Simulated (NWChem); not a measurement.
C₂H₇BO₂; SMILES OBOCC

```xyz
12

B     -0.4780     1.3013     0.2913
H     -1.1938     2.0699     0.8695
O      0.7742     1.6600    -0.1376
H      0.9698     2.5815     0.0768
O     -0.9538     0.0537     0.0698
C     -0.1848    -0.9491    -0.6072
C      0.5533    -1.8311     0.3916
H     -0.9004    -1.5412    -1.1880
H      0.5188    -0.4800    -1.3031
H     -0.1480    -2.2742     1.1065
H      1.0752    -2.6422    -0.1298
H      1.2948    -1.2485     0.9485
```
Atoms are numbered in this order, from 1.

Program: NWChem. All runs use the structure optimised with B3LYP/6-31G* (spherical d).

For level B3LYP/def2-SVP:

```
Quantity                     Result
---------------------------  ------
highest occupied level (eV)   -8.08
orbital gap (eV)               9.18
```

Q: What are these values for level PBE/def2-SVP?

A: 
- highest occupied level (eV) = -6.79
- orbital gap (eV) = 7.11
